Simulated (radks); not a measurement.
Removal energies from the antimony ion Sb10+, [Kr] 4d5, by Delta-SCF beside the eigenvalue of the level emptied. Calculated with a radial shooting solver on a logarithmic mesh with Libxc functionals: scalar-relativistic Kohn-Sham, BLYP, spin-polarised, spherical densities, finite nucleus; Fermi nuclear charge, rms radius of each element as measured or else 0.836 A^(1/3) + 0.57 fm. Open shells are filled with parallel spins first.

| removed from | final configuration | Delta-SCF (eV) | -eigenvalue (eV) |
|---|---|---|---|
| 4d | [Kr] 4d4 | 215.49 | 203.37 |
| 4p | [Ar] 3d10 4s2 4p5 4d5 | 283.46 | 270.91 |
| 4s | [Ar] 3d10 4s1 4p6 4d5 | 333.36 | 320.27 |
| 3d | [Ar] 3d9 4s2 4p6 4d5 | 731.92 | 703.89 |
